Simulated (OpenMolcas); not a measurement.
Nb4+ among 6 point charges of -1 e arranged as an octahedron (Oh).

| Quantity | Value |
| --- | --- |
| Program | OpenMolcas |
| Method | CASSCF |
| Basis | ANO-RCC-VTZP [7s6p4d2f1g] |
| Scalar Hamiltonian | DKH2, point nucleus |
| Active space | 1 electron in 5 orbitals (4d) |
| State averaging | 2S+1 = 2 even, 5 roots |
| Spin-orbit coupling | RASSI with atomic mean-field integrals over the reference wave functions |

All point charges move together. At R = 1.71 Å |10Dq| is 14942 cm-1, and at R = 1.81 Å it is 11634 cm-1.

Q: A third run gives 8313 cm-1. What distance was it run at?

A: With a power law R^-n the two known points give n = -ln(11634 / 14942) / ln(1.81 / 1.71) = 4.40. Then R = 1.71 × (14942 / 8313)^(1/4.40) = 1.954 Å. The run was at 1.95 Å, so the estimate is off by +0.004 Å.

An orbital triplet at a regular site is open to Jahn-Teller coupling, which can distort the site and quench the lowest spin-orbit gaps and is left out. This field is weak: 10Dq is about 14942 cm-1, while octahedral complexes of 4d ions of charge 3 and more, computed by the same method with explicit ligands, had a median near 25000 cm-1. Ground spin and moment need not be those of a real site (figures for R = 1.71; the like holds for R = 1.81, R = 1.95). This is an electrostatic model: the charges have no orbitals. No measured value stands beside these numbers.
